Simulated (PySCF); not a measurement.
Electric field gradients and quadrupole coupling constants

Species: C5H11ClO2Si.
Cartesian coordinates in Å at the GFN2-xTB level; atoms count from 1:
```xyz
20
C5H11ClO2Si angstrom
C      3.127    0.371    0.612
O      1.723    0.429    0.635
C      1.117   -0.350   -0.378
Si    -0.753   -0.051   -0.142
C     -1.048    1.836   -0.021
Cl    -0.574    2.563   -1.583
C     -2.032   -1.061   -1.165
O     -2.567   -1.682    0.012
C     -1.758   -1.157    1.073
H      3.521    0.732   -0.346
H      3.480    1.012    1.417
H      3.483   -0.654    0.776
H      1.397   -1.407   -0.268
H      1.462   -0.022   -1.368
H     -0.422    2.295    0.739
H     -2.086    2.113    0.151
H     -1.649   -1.823   -1.850
H     -2.816   -0.503   -1.682
H     -1.221   -1.968    1.571
H     -2.389   -0.661    1.814
```

Field gradients from the PBE0/pcSseg-1 density (PySCF, non-relativistic), principal values in atomic units, ordered |Vxx| ≤ |Vyy| ≤ |Vzz|:

| atom | Vxx | Vyy | Vzz |
| --- | --- | --- | --- |
| O2 | 0.0286 | 2.0507 | -2.0793 |
| Cl6 | -1.9293 | -2.0829 | 4.0123 |
| O8 | 0.1995 | 1.9892 | -2.1888 |

Q: Find the asymmetry η = (Vxx − Vyy)/Vzz and the couplings χ = eQV/h (234.96 MHz × Q in barn × V in au), with Q(17O) = −0.0256 b, Q(35Cl) = −0.0817 b.

A: 
```json
{"atom": "O2", "environment": "ether oxygen", "nucleus": "17O", "η": "0.97", "χzz (MHz)": "12.51", "χxx (MHz)": "-0.17", "χyy (MHz)": "-12.34"}
{"atom": "Cl6", "environment": "alkyl chlorine", "nucleus": "35Cl", "η": "0.04", "χzz (MHz)": "-77.02", "χxx (MHz)": "37.04", "χyy (MHz)": "39.99"}
{"atom": "O8", "environment": "cyclic ether oxygen", "nucleus": "17O", "η": "0.82", "χzz (MHz)": "13.17", "χxx (MHz)": "-1.20", "χyy (MHz)": "-11.97"}
```

The gradient is axial or nearly so (η below 0.05) at Cl6. At O2 η is above 0.9: Vyy and Vzz are nearly equal in size and opposite in sign, so a small change could swap them and flip the sign of χzz. The tensor is traceless: Vxx + Vyy + Vzz = 0.

Q: What is Vzz at O2 in SI units (1 au = 9.71736 × 10²¹ V/m²)?

A: -2.0793 au = -20.205 × 10²¹ V/m².

Q: And the gradient at the other heavy atoms, for which no coupling is worked out here?

A: 
```csv
atom,environment,Vzz (au),η
C1,methoxy carbon,0.380,0.09
C3,sp3 carbon bound to oxygen,0.382,0.21
Si4,four-coordinate silicon,-0.325,0.89
C5,sp3 C–Cl carbon,0.517,0.13
C7,sp3 carbon bound to oxygen,0.400,0.15
C9,sp3 carbon bound to oxygen,0.398,0.16
```

Q: What couplings would deuterons (Q(2H) = 0.00286 b) have in place of the hydrogens, at this geometry?

A: 
| atom | bonded to | bond length (Å) | Vzz (au) | η | χzz (kHz) |
| --- | --- | --- | --- | --- | --- |
| H10 | C1 | 1.097 | 0.2893 | 0.08 | 194 |
| H11 | C1 | 1.088 | 0.3071 | 0.07 | 206 |
| H12 | C1 | 1.097 | 0.2899 | 0.08 | 195 |
| H13 | C3 | 1.098 | 0.2916 | 0.09 | 196 |
| H14 | C3 | 1.099 | 0.2894 | 0.09 | 194 |
| H15 | C5 | 1.087 | 0.3102 | 0.08 | 208 |
| H16 | C5 | 1.088 | 0.3110 | 0.08 | 209 |
| H17 | C7 | 1.093 | 0.3040 | 0.07 | 204 |
| H18 | C7 | 1.092 | 0.3054 | 0.07 | 205 |
| H19 | C9 | 1.093 | 0.3046 | 0.07 | 205 |
| H20 | C9 | 1.093 | 0.3052 | 0.07 | 205 |

Isolated species at its GFN2-xTB geometry (one conformer only). GFN2-xTB bond lengths can be off by several hundredths of an ångström, more for odd bonds, and the gradients follow them. The small basis limits the accuracy of the gradients.

The run behind these numbers computed NMR shieldings as well. Hardware: one thread of an Intel Xeon at 2.50 GHz, shared host with 64 logical CPUs at a one-minute load of 62. Cost: 2.0 min wall, 1.1 GiB resident at most.
